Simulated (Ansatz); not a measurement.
## Cost against result

Saddle point of GePH7S, closed shell (GePH₇S ([SH][PH3][GeH3]) → GePH₅ ([PH2][GeH3]) + H₂S; bonds formed: S2–H6; bonds broken: S2–P7, H6–P7), PBE0-D4/def2-TZVP structure:

Ge1  (-1.044, 0.948, -0.344)
S2  (1.811, 0.787, 0.990)
H3  (-0.246, 1.610, -1.458)
H4  (-1.091, 1.670, 0.997)
H5  (-2.485, 0.641, -0.828)
H6  (0.649, -0.996, 1.283)
P7  (-0.128, -1.133, 0.077)
H8  (2.756, 0.102, 0.324)
H9  (0.830, -1.418, -0.900)
H10  (-1.051, -2.212, -0.141)
(Å)

Barriers are electronic and count from the start structure reached by relaxing down the imaginary mode.

Computed with Ansatz 0.2.0 (basis: as named in each row); correlated methods freeze the cores. Filled d shells of the heavier atoms are correlated. The def2 sets are not built for correlating such inner shells, so the correlated values are less sure here. B3LYP uses VWN-RPA correlation. Extrapolation: Hartree–Fock as exp(−7.88 √X), correlation as X^−2.97.

Times are rough, for one single point on 4 threads of a shared host (Arm Neoverse V2).

The estimate by CCSD(T) at an estimated basis limit (MP2 extrapolated from triple and quadruple zeta, plus CCSD(T) − MP2 in triple zeta) is 10.41 kcal/mol.

```
      method       basis  time (s)  barrier (kcal/mol)  method less estimate
          HF      STO-3G   under 1               23.83                 13.41
       SPW92    def2-SVP   under 1                5.45                 -4.96
      PBE-D4      STO-3G   under 1               21.14                 10.72
      PBE-D4    def2-SVP   under 1                6.37                 -4.05
    B3LYP-D4       6-31G   under 1               -6.46                -16.87
     PBE0-D4    def2-SVP   under 1                8.35                 -2.07
       SPW92  def2-TZVPP   under 1                7.55                 -2.87
      PBE-D4  def2-TZVPP         1                8.53                 -1.88
     BLYP-D4  def2-TZVPP         1                7.93                 -2.49
    BHLYP-D4  def2-TZVPP         2               11.20                  0.79
    B3LYP-D4  def2-TZVPP         2                9.51                 -0.90
     PBE0-D4  def2-TZVPP         2               10.41                  0.00
CAM-B3LYP-D4  def2-TZVPP         2               10.64                  0.23
     CCSD(T)    def2-SVP         3                9.45                 -0.96
   r2SCAN-D4  def2-TZVPP         3                9.72                 -0.69
  r2SCAN0-D4  def2-TZVPP         4               11.03                  0.62
     wB97M-V    def2-SVP         4                9.39                 -1.03
      B2PLYP  def2-TZVPP         4               10.15                 -0.26
    PBE-QIDH  def2-TZVPP         4               11.61                  1.20
  RPA on PBE  def2-TZVPP         5               11.30                  0.88
     wB97X-V  def2-TZVPP         6               12.02                  1.61
     wB97M-V  def2-TZVPP         7               11.05                  0.64
      B97M-V  def2-TZVPP         8               10.29                 -0.13
         MP2  def2-QZVPP        15               11.36                  0.95
     CCSD(T)  def2-TZVPP        80               11.07                  0.65
```

All methods are single points on the PBE0-D4 structures; a negative value means that the method puts the saddle structure below the start.

The T1 diagnostic stays at or below 0.015.

Labels in which every atom is bracketed show which atoms are joined, not bond orders.
